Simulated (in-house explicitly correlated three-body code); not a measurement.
Computed with an exponentially correlated three-body code. Model: two electrons around a point charge, non-relativistic, variational in 260 exponentially correlated functions (energies converged to about 1e-7 hartree, or 1e-8 relative for large Z).

Command:
```bash
python run_hyl.py task.json out
```
Settings (lengths in bohr, energies in hartree):
```
Z                      9
screening              6.3
interaction_strength   1
functions              260
states_tried           1
```

Run time, properties included: 5.9 s on 1 thread of Intel(R) Xeon(R) Platinum 8375C CPU @ 2.90GHz (Ice Lake) (shared host).

**Ground state only, binding against the one-electron ion.**

Given: nuclear charge 9; Yukawa screening of all interactions 6.3 1/bohr.

Computed: one-electron threshold -5.81851803 hartree.

| term | energy (hartree) | binding (eV) |
| --- | --- | --- |
| 1 1S | -10.5229411 | 128.01 |

**Converged states only, values per electron or pair (inverse distances are <exp(-kr)/r>).**

| term | mean r (bohr) | mean r squared (bohr²) | mean inverse r (1/bohr) | mean r12 (bohr) | mean inverse r12 (1/bohr) | mean cosine | mean p1 dot p2 (bohr⁻²) | delta r1 (bohr⁻³) | delta r12 (bohr⁻³) |
| --- | --- | --- | --- | --- | --- | --- | --- | --- | --- |
| 1 1S | 0.26051 | 0.099906 | 3.0043 | 0.39029 | 1.032 | -0.0096095 | 0.38058 | 119.85 | 9.3239 |
